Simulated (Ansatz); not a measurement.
Consider the ligand exchange at the Si–N bond: `O=C=N[Si](F)(F)F` + `F[Si](F)(F)S` → `F[Si](F)(F)S[Si](F)(F)F` + `N=C=O`.

Isolated molecules relaxed with PBE0-D4/def2-TZVP in Ansatz; ΔE leaves out vibrations. CCSD(T)/CBS is the MP2 limit (def2-TZVPP, def2-QZVPP) plus CCSD(T) − MP2 in def2-TZVPP, frozen cores. This one scheme is used for every species. DFT in def2-TZVPP. One conformer a species, not always the lowest.

| level | ΔE (eV) |
| --- | --- |
| CAM-B3LYP | 0.61 |
| MP2/def2-SVP | 0.58 |
| HF/CBS(def2) | 0.80 |
| CCSD/CBS(def2) | 0.55 |

(1) What does CCSD(T)/CBS give? (Estimate.)

Largest T1 diagnostic among the species: 0.018.

## Answers

(1) Computed: +0.50 eV. The listed levels differ from it by 0.11, 0.08, 0.30, 0.05 eV.

From r2SCAN to r2SCAN0 (25 % exact exchange), in def2-TZVPP and without D4, ΔE moves by +0.07 eV. Leaving LDA and LC-ωPBE aside and taking each functional with its dispersion term where it has one, the values, not all of them listed here, spread over 0.27 eV, from revPBE-D4 to B2PLYP. The D4 term adds −0.11 eV with B3LYP and −0.06 eV with PBE0; it sums over pairs of atoms, weighted by their polarisabilities, and B3LYP, whose exchange is more repulsive, gets the larger term.

B3LYP here is the variant with VWN-RPA as its local correlation; programs differ in this.
